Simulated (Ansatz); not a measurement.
Start from `FC(F)(F)[O][GeH2][O]C(F)(F)F` and change one atom or group to get `FC(F)(F)[O][GeH3]`.

Ansatz, PBE0-D4/def2-TZVP geometries, multiplicity 1. Each molecule was computed in one conformer, which needn't be the lowest.

Scalar relativity is left out up to krypton.

```csv
property,`FC(F)(F)[O][GeH2][O]C(F)(F)F`
size of the dipole moment (PBE/def2-TZVPP) / D,2.95
HOMO energy (PBE/def2-TZVPP) / eV,-8.55
size of the dipole moment (B3LYP/def2-TZVPP) / D,3.14
HOMO–LUMO gap (PBE/def2-TZVPP) / eV,7.39
LUMO energy (B3LYP/def2-TZVPP) / eV,-0.57
LUMO energy (ωB97M-V/def2-TZVPP) / eV,1.54
```

(1) Give the same properties after the change, and the shifts. (Estimate.)

Results:

(1) Computed: 
```tsv
property	`FC(F)(F)[O][GeH3]`	shift
size of the dipole moment (PBE/def2-TZVPP) / D	3.03	0.08
HOMO energy (PBE/def2-TZVPP) / eV	-7.93	0.62
size of the dipole moment (B3LYP/def2-TZVPP) / D	3.19	0.05
HOMO–LUMO gap (PBE/def2-TZVPP) / eV	6.72	-0.67
LUMO energy (B3LYP/def2-TZVPP) / eV	-0.59	-0.02
LUMO energy (ωB97M-V/def2-TZVPP) / eV	1.52	-0.02
```

Dipoles are sizes alone; their direction can turn.

Positive LUMOs are unbound, so they and the gaps depend on the basis.

B3LYP here is the variant with VWN-RPA as its local correlation; programs differ in this.
